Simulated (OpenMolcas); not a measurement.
# Au5+: moving or changing the point charges

Au5+ among 8 point charges of -1.2 e arranged as a cube (Oh), 2.16 Å from the ion.

* Program: OpenMolcas
* Method: SS-CASPT2, IPEA 0.25 Eh, imaginary shift 0.1 Eh (closed shells correlated: 5s 5p)
* Basis: ANO-RCC-VTZP [8s7p5d3f1g]
* Scalar Hamiltonian: DKH2, point nucleus
* Active space: 6 electrons in 5 orbitals (5d)
* State averaging: 2S+1 = 5 even, 5 roots; 2S+1 = 3 even, 45 roots; 2S+1 = 1 even, 50 roots
* Spin-orbit coupling: state interaction with AMFI integrals over the reference wave functions

Runs around this geometry, states (labels of O, the rotations of Oh). Energies in cm-1 above the lowest state or level, χT in cm3 K/mol.

| R (Å) | q (e) | Ground state | First state of that spin | First gap with spin-orbit (degeneracies) | χT at 300 K | First state of another spin |
| --- | --- | --- | --- | --- | --- | --- |
| 2.16 | -0.96 | 5E | 5T2 1870 | 39 (1, 2) | 5.031 | 3T1 19030 |
| 1.95 | -1.2 | 5E | 5T2 4000 | 100 (1, 2) | 4.694 | 3T1 17960 |
| 2.16 | -1.2 | 5E | 5T2 2360 | 100 (1, 3) | 4.970 | 3T1 18850 |

Taking the first state of the same spin as R^-n, n = -ln(2360 / 4000) / ln(2.16 / 1.95) = 5.2 between the shortest and longest distance.

Scaling the charges by -0.96 / -1.2 = 0.80 scales the first state of the same spin by 1870 / 2360 = 0.79; with fixed orbitals a first-order splitting would follow the charge.

Roots that are degenerate in the reference are averaged as groups; the widest CASPT2 spread within a group is 210 cm-1 (the 3-fold group of multiplicity 3 near 49200 cm-1 above the lowest state of its run, R = 2.16, q = -0.96). Shifts and gaps below about the spread of the groups concerned are not significant. An orbital doublet at a regular site is open to a Jahn-Teller distortion, which this geometry leaves out. Point charges give a weaker field than real ligands, and real ions of this kind are as a rule low spin; the high spin found here belongs to the model. The ground term spreads over less than 5000 cm-1, several times less than with real ligands, so orbital moments are less quenched and χT lies further from the spin-only value than at real sites. Free-ion shares, where given, are those of the reference states; single-state CASPT2 does not remix them. Spin-orbit coupling mixes the spin-free states strongly: the lowest level takes only 51 % from its leading state, 5E (figures for R = 2.16, q = -0.96; the like holds for R = 1.95, q = -1.2, R = 2.16, q = -1.2). Point charges carry no covalency, so the field is a model and not that of real ligands. No measured value stands beside these numbers.
